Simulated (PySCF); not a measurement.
**PrH at r²SCAN**

Computed with r²SCAN; PySCF, spin-free X2C with a Gaussian nucleus, basis sets Pr x2c-SVPall, H x2c-SVPall.

| Property | Result |
| --- | --- |
| state | quintet, about 2.8 electrons in the 4f shell (Mulliken), real f orbitals that mix terms |
| bond length | 2.125 Å |
| harmonic wavenumber | 1271 cm⁻¹ |
| force constant | 0.953 mdyn/Å |
| rotational constant Be | 3.732 cm⁻¹ |
| anharmonicity ωexe | 15.2 cm⁻¹ |
| vibration–rotation constant αe | 0.0677 cm⁻¹ |
| well depth De to Pr (4f3 6s2) + H | 2.64 eV |
| dissociation energy D0 | 2.57 eV |
| bond order (Mayer) | 0.94 |
| dipole moment (positive dipole means Pr(−)H(+)) | -3.50 D |

Spin–orbit coupling is left out, which matters for elements this heavy, above all for dissociation energies. The state is the lowest single determinant that the PBE0 search found; with open d or f shells the true ground state can be another one.
